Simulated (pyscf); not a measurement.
Single points on ωB97X-D3(BJ)/def2-SVP structures (PySCF, gas phase).

Task: Estimate the classical barrier height and the reaction energy of H₂B–O–Cr(=O)–OH [singlet] → H₂B–O–CrH(=O)=O at r²SCAN/def2-TZVP. The step runs on the singlet surface, breaks H–O and forms Cr–H; take the reactant's lowest minimum found as zero.

Result: ΔE‡ = 25.6 kcal/mol, ΔE = +2.4 kcal/mol. ωB97M-D3(BJ)/def2-TZVP gives 44.0 kcal/mol and +28.4 kcal/mol. Zero-point energy shifts the barrier by -2.3 kcal/mol. It is a hydrogen shift, with an imaginary mode of 1272i cm⁻¹. H₂B–O–Cr(=O)–OH [singlet] is an excited spin state, 16.3 kcal/mol over the triplet at ωB97X-D3(BJ)/def2-TZVP. H₂B–O–CrH(=O)=O lies 42.1 kcal/mol over its isomer H₂B–O–Cr(=O)–OH [triplet] (electronic energy, ωB97M-D3(BJ)/def2-TZVP). One saddle was located; it need not be the lowest between these sides. A restricted singlet here is unstable towards spin polarisation, as is usual where a triplet lies low; its energy is less safe.
